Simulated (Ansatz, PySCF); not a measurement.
Process, species as SMILES: CCCCCCO → CCC[CH]CCO + H atom (the C-H bond at the site shown breaks; other sites are not compared here)
Geometries: B3LYP-D3(BJ)/def2-TZVP minima from Ansatz (an electronic-structure program), one conformer each, not searched for the lowest. Frequencies are from Ansatz or PySCF.

Quantity: bond dissociation energy (enthalpy at 298 K, with B3LYP-D3(BJ) rigid-rotor harmonic-oscillator terms), in kJ/mol. Cores are frozen in the correlated levels unless marked. UHF or UKS for open shells. Spin-orbit coupling is left out. No relativistic terms. Basis-set limits of correlation are two-point, X^-3; Hartree-Fock from the larger set. [CCSD(T)-MP2]/basis is that difference in the basis named.

| level | program | bond dissociation energy (kJ/mol) |
|---|---|---|
| r2SCAN-D3(BJ)/def2-TZVPD | Ansatz + dftd3 | 388.6 |
| B3LYP-D3(BJ)/def2-TZVPD | Ansatz + dftd3 | 402.3 |
| PBE0/def2-SVP | Ansatz | 396.3 |
| LC-wPBE/def2-TZVPD | Ansatz | 397.5 |
| wB97X-V/def2-TZVPD | Ansatz | 410.8 |
| MP2/cc-pVDZ | Ansatz | 398.9 |
| SCS-MP2/STO-3G | Ansatz | 478.1 |
| CCSD(T)/6-31G | Ansatz | 369.8 |
| CCSD(T)/cc-pVDZ | Ansatz | 400.3 |
| RI-MP2/CBS(cc-pVTZ,cc-pVQZ)+[CCSD(T)-MP2]/cc-pVTZ | Ansatz | 418.8 |
